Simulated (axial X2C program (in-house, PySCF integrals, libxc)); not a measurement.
**ZrO⁻: from Re and ωe to a spectrum**

A bond curve at the B97-3 level, two-component, was computed with an axial X2C code built on PySCF integrals (basis Zr dyall-acv3z [12s13p10d6f3g], O dyall-av3z [7s6p3d2f] (cores contracted in-house)) for the state Ω = 3/2 (⟨Sz⟩ = -0.50, ⟨Lz⟩ = 2.00 at B97-3). Its fit gives Re = 1.7433 Å, ωe = 916.1 cm⁻¹, ωexe = 3.05 cm⁻¹ and αe = 1.877e-03 cm⁻¹; the masses are 89.9047 and 15.9949 u. Two-component means X2C with spin–orbit coupling and atomic mean-field Coulomb and Gaunt terms.

(1) Find the reduced mass, Be and the force constant.

(2) A Morse curve ties αe to the other constants (Pekeris). How well does that hold?

(3) Estimate the centrifugal constant by the Kratzer relation.

(4) Where do the fundamental and the first overtone lie?

The state is a single determinant with fixed occupations, the lowest that a limited PBE0 search found. Density functionals use the spin component along the axis (collinear). Without a current term, density functionals place determinants with orbital angular momentum somewhat too high. The highest occupied level of some functionals is positive through self-interaction error; at Hartree–Fock it is bound.

Results:

(1) From the B97-3 values: μ = 13.5791 u. Be = 16.8576/(μ Re²) = 0.4085 cm⁻¹. k = 5.8918×10⁻⁷ μ ωe² = 6.71 mdyn/Å.

(2) αe(Morse) = 6Be²/ωe × (√(ωexe/Be) − 1) = 1.893e-03 cm⁻¹; the B97-3 curve gives 1.877e-03 cm⁻¹, a ratio of 1.01.

(3) D = 4Be³/ωe² = 3.25e-07 cm⁻¹.

(4) ν(1←0) = ωe − 2ωexe = 910.0 cm⁻¹; ν(2←0) = 2ωe − 6ωexe = 1813.9 cm⁻¹.
